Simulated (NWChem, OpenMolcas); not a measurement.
## How basis sets differ on SiNH3ClO (SMILES [NH][SiH](O)Cl)

SiNH3ClO: 7 atoms, total charge 0, spin state doublet. SMILES: `[NH][SiH](O)Cl`. Geometry: relaxed at PBE0-D4/def2-TZVP. This is one conformer, not always the lowest.

```xyz
7

N    -0.3099    1.1115   -0.8791
Si   -0.0739   -0.1143    0.3304
O     1.4656   -0.6303    0.3048
Cl   -1.3900   -1.5939   -0.2210
H    -1.1515    1.6773   -0.7563
H    -0.3486    0.2802    1.7247
H     1.8696   -0.7984   -0.5492
```

Quantity: the dipole moment, in D. The values are calculated.

```
                level          kind     program  value (D)
ROHF/ANO-XS-MB (DKH2)  Hartree–Fock  OpenMolcas       2.55
           UHF/STO-3G  Hartree–Fock  OpenMolcas       2.23
            UHF/3-21G  Hartree–Fock      NWChem       2.17
         UHF/def2-SVP  Hartree–Fock  OpenMolcas       1.28
```

The values span 1.28 to 2.55 D. Magnitudes only. Sets without polarisation functions give poor dipoles.
